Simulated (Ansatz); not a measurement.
Cost and result up the ladder for the cluster LiNbO₃ (5 atoms). Total charge 0; singlet. Geometry: B3LYP-D4/def2-TZVP.

```xyz
5

Li    1.024    0.755   -1.737
Nb   -0.894   -0.248    0.010
O     0.512   -0.236    1.221
O    -0.414    1.230   -0.903
O    -0.228   -1.500    1.409
```

Ansatz on 4 threads of Arm Neoverse V2 on a shared host. Times are rough, and most runs start from the orbitals of an earlier one. No level here is sound enough to serve as a yardstick. Binding counts from free atoms at the same level (Li doublet, Nb sextet, O triplet; other spins of the atoms weren't run), without zero-point energy or a counterpoise term.

In the def2 sets Nb takes a core potential; there is no spin–orbit coupling. The structure holds one bond between oxygen atoms, so isomers without such links may lie far lower. No other spin state of charge 0 was run. Another isomer (triplet) lies 1.05 eV lower at PBE0-D4/def2-TZVP; other spin states weren't run for this one.

Run but left out: CCSD(T)/def2-TZVPP (restricted singlet, unstable towards broken spin symmetry).

| level | functions | binding energy per atom (eV) | remarks |
| --- | --- | --- | --- |
| PBE0-D4/def2-TZVP | 147 | 3.58 | restricted SCF unstable in HF |
| r2SCAN0-D4/def2-TZVP | 147 | 3.35 | restricted SCF unstable in HF |
| r2SCAN-D4/def2-TZVP | 147 | 3.73 | restricted SCF unstable in HF |
| BLYP-D4/def2-TZVP | 147 | 4.02 | restricted SCF unstable in HF |
| PBE-D4/def2-TZVP (with forces) | 147 | 4.05 | restricted SCF unstable in HF |

**Question.** Estimate how long each takes.

**Answer.** BLYP-D4/def2-TZVP 1.1 s; PBE-D4/def2-TZVP (with forces) 1.4 s; PBE0-D4/def2-TZVP 1.6 s; r2SCAN-D4/def2-TZVP 2.3 s; r2SCAN0-D4/def2-TZVP 2.7 s. On shared hardware such times vary by a factor of up to 3.
